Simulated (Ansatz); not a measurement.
Level of theory: B3LYP-D3(BJ)/def2-TZVP in Ansatz (an electronic-structure program). No frequencies were computed at this level.

Ansatz 0.2 input:
```yaml
crystal:
  periodic: [false, false, false]
  atoms:
    - { symbol: C, position_ang: [1.800116, -0.710099, 0.419292] }
    - { symbol: C, position_ang: [0.907897, 0.227948, 0.101051] }
    - { symbol: C, position_ang: [0.930232, 1.473504, 0.775181] }
    - { symbol: N, position_ang: [0.938069, 2.493106, 1.299966] }
    - { symbol: C, position_ang: [-0.172794, 0.071939, -0.914336] }
    - { symbol: Si, position_ang: [-1.846639, -0.325783, -0.068277] }
    - { symbol: H, position_ang: [1.807387, -1.664279, -0.0805] }
    - { symbol: H, position_ang: [2.545605, -0.550357, 1.179614] }
    - { symbol: H, position_ang: [-0.275463, 0.994352, -1.487911] }
    - { symbol: H, position_ang: [0.092065, -0.726858, -1.607407] }
    - { symbol: H, position_ang: [-2.849704, -0.450678, -1.125298] }
    - { symbol: H, position_ang: [-1.69413, -1.589031, 0.655496] }
    - { symbol: H, position_ang: [-2.182642, 0.756238, 0.853131] }
basis:
  gaussian: { orbitals: def2-tzvp }
hamiltonian:
  xc: b3lyp
  dispersion: d3bj
relax:
  max_steps: 150
```

Output:

```
Functional definition: B3LYP
1444 factors; their error is unknown
mean field evaluation 1: about -13621.7503 eV, gradient 6.7e1 eV
mean field evaluation 2: about -13617.4270 eV, gradient 7.7e1 eV
mean field evaluation 4: about -13631.4821 eV, gradient 8.5e0 eV
mean field evaluation 8: about -13631.6397 eV, gradient 2.6e-1 eV
mean field evaluation 16: about -13631.6608 eV, gradient 4.8e-4 eV
mean field -13631.66078526 eV, -500.9542939869 hartree, gradient 2.0e-5 eV, S^2 0.000000; 0 other end points of the search recorded, 0 dependent functions left out
reference -13631.66107996 eV, -500.9543048168 hartree; 26, 26 occupied and 208, 208 virtual orbitals, 1444 factors
relax step   1: F+E_penalty+E_count = -13632.23040004 eV  Δ(F+E_penalty+E_count) = +0.000e0 eV  max|allowed force component| = 6.340e-1 eV/Å  Δτ_max = 0.0000 Å  (30 SCF iters, accepted)
these checks for a lower state are left out or cut short: starts, cluster_reference, orbital_swaps, neighbouring_geometries, increment
1444 factors; their error is unknown
mean field -13631.69511725 eV, -500.9555556643 hartree, gradient 1.9e-5 eV, S^2 0.000000; 0 other end points of the search recorded, 0 dependent functions left out
reference -13631.69541342 eV, -500.9555665482 hartree; 26, 26 occupied and 208, 208 virtual orbitals, 1444 factors
relax step   2: F+E_penalty+E_count = -13632.25934622 eV  Δ(F+E_penalty+E_count) = -2.895e-2 eV  max|allowed force component| = 2.340e-1 eV/Å  Δτ_max = 0.0457 Å  (34 SCF iters, accepted)
these checks for a lower state are left out or cut short: starts, cluster_reference, orbital_swaps, neighbouring_geometries, increment
1444 factors; their error is unknown
mean field evaluation 32: about -13631.6991 eV, gradient 1.9e-5 eV
mean field -13631.69905869 eV, -500.9557005092 hartree, gradient 1.9e-5 eV, S^2 0.000000; 0 other end points of the search recorded, 0 dependent functions left out
reference -13631.69935481 eV, -500.9557113916 hartree; 26, 26 occupied and 208, 208 virtual orbitals, 1444 factors
relax step   3: F+E_penalty+E_count = -13632.26264647 eV  Δ(F+E_penalty+E_count) = -3.300e-3 eV  max|allowed force component| = 1.101e-1 eV/Å  Δτ_max = 0.0333 Å  (34 SCF iters, accepted)
these checks for a lower state are left out or cut short: starts, cluster_reference, orbital_swaps, neighbouring_geometries, increment
1444 factors; their error is unknown
mean field -13631.70073489 eV, -500.9557621087 hartree, gradient 1.9e-5 eV, S^2 0.000000; 0 other end points of the search recorded, 0 dependent functions left out
reference -13631.70103106 eV, -500.9557729928 hartree; 26, 26 occupied and 208, 208 virtual orbitals, 1444 factors
relax step   4: F+E_penalty+E_count = -13632.26328566 eV  Δ(F+E_penalty+E_count) = -6.392e-4 eV  max|allowed force component| = 6.404e-2 eV/Å  Δτ_max = 0.0176 Å  (34 SCF iters, accepted)
these checks for a lower state are left out or cut short: starts, cluster_reference, orbital_swaps, neighbouring_geometries, increment
1444 factors; their error is unknown
mean field -13631.70082184 eV, -500.9557653038 hartree, gradient 1.9e-5 eV, S^2 0.000000; 0 other end points of the search recorded, 0 dependent functions left out
reference -13631.70111816 eV, -500.9557761933 hartree; 26, 26 occupied and 208, 208 virtual orbitals, 1444 factors
relax step   5: F+E_penalty+E_count = -13632.26387164 eV  Δ(F+E_penalty+E_count) = -5.860e-4 eV  max|allowed force component| = 3.193e-2 eV/Å  Δτ_max = 0.0134 Å  (34 SCF iters, accepted)
these checks for a lower state are left out or cut short: starts, cluster_reference, orbital_swaps, neighbouring_geometries, increment
1444 factors; their error is unknown
mean field -13631.70092870 eV, -500.9557692311 hartree, gradient 1.9e-5 eV, S^2 0.000000; 0 other end points of the search recorded, 0 dependent functions left out
reference -13631.70122501 eV, -500.9557801202 hartree; 26, 26 occupied and 208, 208 virtual orbitals, 1444 factors
relax step   6: F+E_penalty+E_count = -13632.26404756 eV  Δ(F+E_penalty+E_count) = -1.759e-4 eV  max|allowed force component| = 2.177e-2 eV/Å  Δτ_max = 0.0056 Å  (35 SCF iters, accepted)
these checks for a lower state are left out or cut short: starts, cluster_reference, orbital_swaps, neighbouring_geometries, increment
1444 factors; their error is unknown
mean field -13631.70101284 eV, -500.9557723231 hartree, gradient 1.9e-5 eV, S^2 0.000000; 0 other end points of the search recorded, 0 dependent functions left out
reference -13631.70130916 eV, -500.9557832125 hartree; 26, 26 occupied and 208, 208 virtual orbitals, 1444 factors
relax step   7: F+E_penalty+E_count = -13632.26415735 eV  Δ(F+E_penalty+E_count) = -1.098e-4 eV  max|allowed force component| = 1.618e-2 eV/Å  Δτ_max = 0.0084 Å  (35 SCF iters, accepted)
these checks for a lower state are left out or cut short: starts, cluster_reference, orbital_swaps, neighbouring_geometries, increment
1444 factors; their error is unknown
mean field evaluation 64: about -13631.7008 eV, gradient 4.6e-1 eV
mean field -13631.70105480 eV, -500.9557738651 hartree, gradient 1.9e-5 eV, S^2 0.000000; 0 other end points of the search recorded, 0 dependent functions left out
reference -13631.70135115 eV, -500.9557847558 hartree; 26, 26 occupied and 208, 208 virtual orbitals, 1444 factors
relax step   8: F+E_penalty+E_count = -13632.26430317 eV  Δ(F+E_penalty+E_count) = -1.458e-4 eV  max|allowed force component| = 1.606e-2 eV/Å  Δτ_max = 0.0208 Å  (34 SCF iters, accepted)
these checks for a lower state are left out or cut short: starts, cluster_reference, orbital_swaps, neighbouring_geometries, increment
1444 factors; their error is unknown
mean field -13631.70102351 eV, -500.9557727152 hartree, gradient 1.9e-5 eV, S^2 0.000000; 0 other end points of the search recorded, 0 dependent functions left out
reference -13631.70131988 eV, -500.9557836064 hartree; 26, 26 occupied and 208, 208 virtual orbitals, 1444 factors
relax step   9: F+E_penalty+E_count = -13632.26432445 eV  Δ(F+E_penalty+E_count) = -2.128e-5 eV  max|allowed force component| = 5.496e-3 eV/Å  Δτ_max = 0.0071 Å  (34 SCF iters, accepted)
1444 factors; their error is unknown
mean field evaluation 96: about -13631.7010 eV, gradient 6.4e-3 eV
mean field -13631.70102351 eV, -500.9557727152 hartree, gradient 1.9e-5 eV, S^2 0.000000; 1 other end points of the search recorded, 0 dependent functions left out
reference -13631.70131988 eV, -500.9557836064 hartree; 26, 26 occupied and 208, 208 virtual orbitals, 1444 factors
Total energy: -13632.26462081 eV, -500.9764845340 hartree
Atom 0 at     1.840448    -0.697385     0.412432 Å, force    -0.003480     0.002998    -0.005496 eV/Å
Atom 1 at     0.928086     0.229501     0.109088 Å, force     0.002312     0.002322     0.003950 eV/Å
Atom 2 at     0.950616     1.487838     0.797541 Å, force    -0.000590    -0.002050     0.000141 eV/Å
Atom 3 at     0.938877     2.512798     1.323856 Å, force     0.000227     0.001072     0.000304 eV/Å
Atom 4 at    -0.174710     0.050459    -0.896311 Å, force    -0.004679    -0.004954    -0.004198 eV/Å
Atom 5 at    -1.853806    -0.318141    -0.089726 Å, force    -0.002077     0.005154     0.001294 eV/Å
Atom 6 at     1.844934    -1.653117    -0.094725 Å, force     0.001006    -0.001379     0.001300 eV/Å
Atom 7 at     2.594229    -0.522664     1.166350 Å, force     0.002923    -0.001795     0.002815 eV/Å
Atom 8 at    -0.279159     0.949602    -1.508185 Å, force    -0.000278     0.000180     0.000384 eV/Å
Atom 9 at     0.070666    -0.776485    -1.565246 Å, force     0.001539     0.000248     0.000572 eV/Å
Atom 10 at    -2.888004    -0.400892    -1.147215 Å, force     0.001609    -0.002067    -0.000091 eV/Å
Atom 11 at    -1.768513    -1.613210     0.623298 Å, force     0.001244    -0.000507    -0.001975 eV/Å
Atom 12 at    -2.203665     0.751697     0.868844 Å, force     0.000244     0.000779     0.001000 eV/Å
Dipole moment:    -0.001491    -0.698030    -0.437830 e Å
```

Cost: roughly 2.8 core-minutes.
